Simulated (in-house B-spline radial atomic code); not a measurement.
**Solving the quasi-particle equation for 3p of Ti4+**

Configuration [Ne] 3s2 3p6, start LDA VWN5; correlation leaves out the 4 deepest shells. Computed with a B-spline radial code for spherical atoms: all electrons, scalar-relativistic (spin-free one-electron X2C), finite nucleus, each spin shell either full or empty, empty states to l = 9 with an (l + 1/2)⁻⁴ tail; G0W0 by contour deformation at full frequency.

At the mean-field level ε = -89.409 eV the matrix elements are Σx = -39.259 eV, v_xc = -29.329 eV and Σc(ε) = -1.409 eV, and the slope of the correlation self-energy is dΣc/dω = -0.0376. The quasi-particle energy solves E = ε + Σx − v_xc + Σc(E).

**Question.** What does the linearised equation give?

**Answer.** Z = 1/(1 − dΣc/dω) = 1/1.0376 = 0.9638. The first-order shift is Σx − v_xc + Σc(ε) = -39.259 − (-29.329) + (-1.409) = -11.339 eV, so E ≈ ε + Z × shift = -89.409 + 0.9638 × (-11.339) = -100.338 eV.

**Question.** How does that compare with the full solution and with static screening?

**Answer.** Solving the equation at full frequency dependence gives E = -100.331 eV, where Σc = -0.992 eV and the weight is 0.962; the linearised value is off by 7 meV. Leaving Z out would give -100.748 eV. Static COHSEX puts -4.564 eV in place of Σc and gives -103.903 eV, 3.57 eV deeper. The tabulated removal energy is 99.299 ± 0.012 eV (NIST, measured); the run leaves out spin-orbit coupling, Breit and QED terms.
